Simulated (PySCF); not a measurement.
PySCF input (BP86/6-31G* (5d)):

```python
from pyscf import gto, dft

mol = gto.M(
    atom='''
    C    -1.62271300   -0.10075300    0.45076600
    N    -0.36003300   -0.65295100    0.09427100
    Si    0.97913200    0.23338000   -0.27041700
    H    -2.37081400   -0.89236600    0.65179400
    H    -1.62735400    0.53006300    1.37269500
    H    -2.10001600    0.54552200   -0.32538800
    H     2.14528100   -0.65719600   -0.60312300
    H     1.56385900    1.18067400    0.78744600
    H     0.93770300    1.20115300   -1.46207500
    ''',
    basis='6-31g*',
    charge=-1,
    spin=0,
    verbose=4,
)

mf = dft.RKS(mol, xc='bp86')
mf.grids.level = 3
mf.conv_tol = 1e-9
mf.max_cycle = 100
mf.max_memory = 1500
mf.kernel()
if not mf.converged:
    mf = mf.newton()
    mf.kernel(mf.make_rdm1())
mf.dip_moment()
```

Output:

```
PySCF version 2.14.0

[INPUT] verbose = 4
[INPUT] num. atoms = 9
[INPUT] num. electrons = 34
[INPUT] charge = -1
[INPUT] spin (= nelec alpha-beta = 2S) = 0
[INPUT] symmetry False subgroup None
[INPUT] Mole.unit = angstrom
[INPUT] Symbol           X                Y                Z      unit          X                Y                Z       unit  Magmom
[INPUT]  1 C     -1.622713000000  -0.100753000000   0.450766000000 AA   -3.066483148771  -0.190395576228   0.851824286266 Bohr   0.0
[INPUT]  2 N     -0.360033000000  -0.652951000000   0.094271000000 AA   -0.680363765806  -1.233898562761   0.178146371489 Bohr   0.0
[INPUT]  3 Si     0.979132000000   0.233380000000  -0.270417000000 AA    1.850291319798   0.441024282951  -0.511014069427 Bohr   0.0
[INPUT]  4 H     -2.370814000000  -0.892366000000   0.651794000000 AA   -4.480189152285  -1.686327342874   1.231712149635 Bohr   0.0
[INPUT]  5 H     -1.627354000000   0.530063000000   1.372695000000 AA   -3.075253367715   1.001673898765   2.594017602560 Bohr   0.0
[INPUT]  6 H     -2.100016000000   0.545522000000  -0.325388000000 AA   -3.968455097205   1.030887174925  -0.614894204220 Bohr   0.0
[INPUT]  7 H      2.145281000000  -0.657196000000  -0.603123000000 AA    4.053993550233  -1.241920450160  -1.139737289426 Bohr   0.0
[INPUT]  8 H      1.563859000000   1.180674000000   0.787446000000 AA    2.955265207436   2.231150502395   1.488057277884 Bohr   0.0
[INPUT]  9 H      0.937703000000   1.201153000000  -1.462075000000 AA    1.772001856183   2.269850203700  -2.762921323573 Bohr   0.0

nuclear repulsion = 108.106123419454
number of shells = 32
number of NR pGTOs = 129
number of NR cGTOs = 58
basis = 6-31g*
ecp = {}

******** <class 'pyscf.dft.rks.RKS'> ********
method = RKS
initial guess = minao
damping factor = 0
level_shift factor = 0
DIIS = <class 'pyscf.scf.diis.CDIIS'>
diis_start_cycle = 1
diis_space = 8
diis_damp = 0
SCF conv_tol = 1e-09
SCF conv_tol_grad = None
SCF max_cycles = 100
direct_scf = True
direct_scf_tol = 1e-13
XC library pyscf.dft.libxc version 7.1.2
    S. Lehtola, C. Steigemann, M. J. T. Oliveira, and M. A. L. Marques,  SoftwareX 7, 1–5 (2018)
XC functionals = bp86
    A. D. Becke,  Phys. Rev. A 38, 3098 (1988)
    J. P. Perdew,  Phys. Rev. B 33, 8822 (1986)
    J. P. Perdew,  Phys. Rev. B 34, 7406–7406 (1986)
radial grids:
    Treutler-Ahlrichs [JCP 102, 346 (1995); DOI:10.1063/1.469408] (M4) radial grids

becke partition: Becke, JCP 88, 2547 (1988); DOI:10.1063/1.454033
pruning grids: <function nwchem_prune>
grids dens level: 3
symmetrized grids: False
atomic radii adjust function: <function treutler_atomic_radii_adjust>
small_rho_cutoff = 0
Set gradient conv threshold to 3.16228e-05
Initial guess from minao.
tot grids = 106048
init E= -385.861645896202
  HOMO = -0.267079965352729  LUMO = -0.0278837475521394  gap/eV = 6.50886
cycle= 1 E= -385.774662184161  delta_E= 0.087  |g|= 0.776  |ddm|= 2.63
  HOMO = 0.227929460944411  LUMO = 0.277826044291061  gap/eV = 1.35776
cycle= 2 E= -384.180839382879  delta_E= 1.59  |g|= 2.34  |ddm|= 6.41
  HOMO = 0.064966905633538  LUMO = 0.233858881181096  gap/eV = 4.59578
cycle= 3 E= -385.927790363201  delta_E= -1.75  |g|= 0.187  |ddm|= 5.82
  HOMO = 0.0600611015213572  LUMO = 0.209741824887007  gap/eV = 4.07302
cycle= 4 E= -385.93702187843  delta_E= -0.00923  |g|= 0.12  |ddm|= 0.518
  HOMO = 0.0662515881471823  LUMO = 0.218215373356933  gap/eV = 4.13515
cycle= 5 E= -385.940899130595  delta_E= -0.00388  |g|= 0.0281  |ddm|= 0.15
  HOMO = 0.0659285066070812  LUMO = 0.218889779834931  gap/eV = 4.16229
cycle= 6 E= -385.941131051214  delta_E= -0.000232  |g|= 0.00832  |ddm|= 0.0423
  HOMO = 0.0650311243512176  LUMO = 0.218530700943783  gap/eV = 4.17694
cycle= 7 E= -385.941150929414  delta_E= -1.99e-05  |g|= 0.00159  |ddm|= 0.0132
  HOMO = 0.0648902770684305  LUMO = 0.218500430176141  gap/eV = 4.17995
cycle= 8 E= -385.941151608065  delta_E= -6.79e-07  |g|= 0.000275  |ddm|= 0.00212
  HOMO = 0.0648567407275218  LUMO = 0.218481056127507  gap/eV = 4.18033
cycle= 9 E= -385.941151615657  delta_E= -7.59e-09  |g|= 6.28e-05  |ddm|= 0.000376
  HOMO = 0.0648484750457228  LUMO = 0.218479152223791  gap/eV = 4.18050
cycle= 10 E= -385.941151616796  delta_E= -1.14e-09  |g|= 9.21e-06  |ddm|= 0.000122
  HOMO = 0.0648491425570716  LUMO = 0.218479453675884  gap/eV = 4.18049
cycle= 11 E= -385.941151616828  delta_E= -3.19e-11  |g|= 1.16e-06  |ddm|= 1.89e-05
  HOMO = 0.0648491200189776  LUMO = 0.218479473869435  gap/eV = 4.18049
Extra cycle  E= -385.941151616828  delta_E= -3.98e-13  |g|= 1.22e-06  |ddm|= 4.85e-06
converged SCF energy = -385.941151616828

WARN: System has nonzero charge -1; the dipole moment is origin-dependent.
Location of origin: [0. 0. 0.]

Dipole moment(X, Y, Z, Debye): -1.05877,  0.89556,  0.30285
```

The dipole moment of an ion depends on the origin.

The geometry given is a B3LYP-D3(BJ)/def2-TZVP minimum.
